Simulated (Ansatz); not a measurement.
`C[NH][Al]([OH])[SH]` + `C[NH][AlH][OH]` → `C[NH][Al]([OH])[OH]` + `C[NH][AlH][SH]`  (redistribution)

Computed with Ansatz on PBE0-D4/def2-TZVP structures; ΔE is electronic, products minus reactants. CCSD(T)/CBS is the MP2 limit (def2-TZVPP, def2-QZVPP) plus CCSD(T) − MP2 in def2-TZVPP, frozen cores. Functionals use def2-TZVPP. One conformer a species, not always the lowest.

`C[NH][Al]([OH])[SH]`:

Z-matrix (Å, degrees):
```
C
N 1 1.447
H 1 1.096 2 112.4
H 1 1.096 2 112.4 3 121.8
H 1 1.093 2 110.2 3 -119.1
Al 2 1.757 1 128.0 3 119.3
H 2 1.008 1 112.5 3 -60.7
S 6 2.189 2 118.0 1 0.1
O 6 1.692 2 118.2 1 -180.0
H 8 1.344 6 93.3 2 -179.9
H 9 0.954 6 125.6 2 -179.8
```

`C[NH][AlH][OH]`:

Cartesian coordinates in Å:
```
C 0.319 -1.357 0.289
N -0.128 -0.402 -0.700
Al -0.390 1.340 -0.553
O -0.122 2.166 0.904
H 1.254 -1.853 0.001
H 0.507 -0.853 1.240
H -0.425 -2.139 0.485
H -0.306 -0.839 -1.592
H -0.884 2.165 -1.798
H 0.175 1.773 1.722
```

`C[NH][Al]([OH])[OH]`:

Z-matrix (Å, degrees):
```
C
N 1 1.449
H 1 1.092 2 109.7
H 1 1.097 2 112.3 3 -119.2
H 1 1.097 2 112.3 3 119.2
Al 2 1.761 1 126.9 3 0.0
H 2 1.008 1 112.2 3 180.0
O 6 1.693 2 117.2 1 0.0
O 6 1.695 2 123.8 1 -180.0
H 8 0.955 6 122.3 2 -180.0
H 9 0.954 6 125.0 2 0.0
```

`C[NH][AlH][SH]`:

Cartesian coordinates in Å:
```
C -0.117 0.576 -1.261
N -0.835 0.146 -0.082
Al -0.272 -0.599 1.416
S 1.849 -1.024 1.748
H -0.214 1.654 -1.438
H -0.454 0.057 -2.165
H 0.949 0.366 -1.152
H -1.826 0.319 -0.164
H -1.317 -0.967 2.538
H 2.237 -0.528 0.560
```

Question: Is it downhill or uphill in electronic energy at CCSD(T)/CBS, and by how much? (An estimate is asked.)

Answer: The calculation gave: Nearly level: ΔE = -1.1 kJ/mol.

Question: What do these levels give: PBE0-D4, ωB97M-V, PBE0, CCSD/def2-TZVPP, HF/CBS(def2), MP2/CBS(def2)? (Estimate.)

Answer: Computed: PBE0-D4 -0.6, ωB97M-V -0.1, PBE0 -0.8, CCSD/def2-TZVPP -1.4, HF/CBS(def2) -1.1, MP2/CBS(def2) -0.4 kJ/mol.

Largest T1 diagnostic among the species: 0.011.
